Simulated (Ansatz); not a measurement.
Stepwise reaction of `BF` with methanol, as a gas-phase model of exchange steps in deposition or etching. ΔE in kJ/mol; ΔG adds harmonic PBE0-D4 terms to CCSD(T)/CBS, at 1 bar.

Isolated molecules relaxed with PBE0-D4/def2-TZVP in Ansatz; ΔE leaves out vibrations. CCSD(T)/CBS is the MP2 limit (def2-TZVPP, def2-QZVPP) plus CCSD(T) − MP2 in def2-TZVPP, frozen cores. This one scheme is used for every species. DFT in def2-TZVPP. B3LYP here is the variant with VWN-RPA as its local correlation; programs differ in this. Each species was taken in one conformer, which may not be the lowest.

| step | reaction | PBE-D4 | B3LYP-D4 | ωB97M-V | CCSD(T)/CBS | ΔG(400 K) |
| --- | --- | --- | --- | --- | --- | --- |
| 1 | `BF` + CH₃OH → `COBF` + H₂ | -140.3 | -139.9 | -139.4 | -136.6 | -132.6 |

Question: Give the row of step 2, `COBF` + CH₃OH → `COB(F)OC` + H₂. (An estimate is asked.)

Answer: Ansatz gave: 
```
step                          reaction  PBE-D4  B3LYP-D4  ωB97M-V  CCSD(T)/CBS  ΔG(400 K)
   2  `COBF` + CH₃OH → `COB(F)OC` + H₂  -101.3    -106.9   -106.7       -104.9     -106.0
```

Question: By hand: ΔE of the 2 steps together at CCSD(T)/CBS.

Answer: (-136.6) + (-104.9) = -241.5 kJ/mol, or -120.8 kJ/mol a step.

In ΔE each step is higher than the one before. All are downhill at CCSD(T)/CBS. ΔG lies between -132.6 and -106.0 kJ/mol a step. PBE-D4 differs from CCSD(T)/CBS by -3.7 to 3.6 kJ/mol a step. Isolated molecules leave out the surface, adducts and barriers. Largest T1 diagnostic: 0.013.
